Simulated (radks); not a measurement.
Excited configurations of the scandium ion Sc3+: one electron is placed in a higher orbital outside [Ne] 3s2 3p5. The ground configuration is [Ar]. All-electron calculation, scalar-relativistic Kohn-Sham, BLYP, spin-polarised, spherical densities, finite nucleus; open shells are filled with parallel spins first; Fermi nuclear charge, rms radius 3.5459 fm. Program: a radial shooting solver on a logarithmic mesh with Libxc functionals. Excitation = E - E(ground); binding = E(ion) - E, where the ion is the core of charge +4; n* = 4/sqrt(2 binding) in atomic units, and the quantum defect is n - n*.

| outer orbital | excitation (eV) | binding (eV) | n* | quantum defect | eigenvalue (eV) | <r> (bohr) |
|---|---|---|---|---|---|---|
| 3d | 31.107 | 42.242 | 2.270 | 0.730 | -34.223 | 1.332 |
| 4s | 40.771 | 32.578 | 2.585 | 1.415 | -28.661 | 2.606 |
| 5s | 56.123 | 17.227 | 3.555 | 1.445 | -15.354 | 4.880 |
| 5p | 58.275 | 15.075 | 3.800 | 1.200 | -13.350 | 5.354 |
| 5d | 61.534 | 11.815 | 4.292 | 0.708 | -10.343 | 6.362 |
| 6s | 62.633 | 10.716 | 4.507 | 1.493 | -9.604 | 7.814 |
| 6p | 63.695 | 9.655 | 4.748 | 1.252 | -8.618 | 8.465 |
| 6d | 65.358 | 7.992 | 5.219 | 0.781 | -7.077 | 9.791 |
| 6f | 66.577 | 6.772 | 5.670 | 0.330 | -5.940 | 10.87 |
| 7s | 66.002 | 7.347 | 5.443 | 1.557 | -6.605 | 11.43 |
| 7p | 66.604 | 6.746 | 5.681 | 1.319 | -6.049 | 12.24 |
| 7f | 68.301 | 5.048 | 6.567 | 0.433 | -4.473 | 15.24 |

The Delta-SCF ionisation energy is 73.349 eV (NIST Atomic Spectra Database: 73.489 eV, measured). Self-interaction in the functional shifts the binding energies and quantum defects, so they are the method's values and not measured ones. Open shells are spherical and high-spin; term and fine-structure splittings are not resolved.
